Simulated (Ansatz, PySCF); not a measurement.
In(OH)(SiH3)2 (H7InOSi2), SMILES [In]([OH])([SiH3])[SiH3].

Coordinates come from a PBE0-D3(BJ)/def2-SVP optimisation. The structure was generated by enumeration; whether it is a known compound was not checked. The def2 effective core potentials stand for the cores of In; spin–orbit coupling is left out. The values are those of a single conformer.

Vertical ionisation energy (IE) and electron affinity (EA) in eV. Rows of orbital energies are one-electron estimates. Where ΔSCF, EOM or ADC give a negative EA the extra electron is unbound and the value depends on the basis.

```tsv
level	IE	EA
−ε(HOMO), −ε(LUMO), CAM-B3LYP/def2-TZVP (PySCF)	8.30	1.06
−ε(HOMO), −ε(LUMO), PBE/def2-TZVP (PySCF)	6.15	2.62
ΔSCF, CAM-B3LYP/def2-SVPD (Ansatz), final states of multiplicity 2 and 2	9.04	0.44
ΔSCF, PBE/def2-SVPD (Ansatz), final states of multiplicity 2 and 2	8.70	0.47
```

Question: What vertical singlet–triplet gap does ΔSCF give with CAM-B3LYP/def2-SVPD (Ansatz, a quantum-chemistry and plane-wave program) and with PBE/def2-SVPD (Ansatz)? (The exact figures need the calculation; the answer reports its results.)

Answer: 3.77 and 3.41 eV (triplet above singlet where positive).
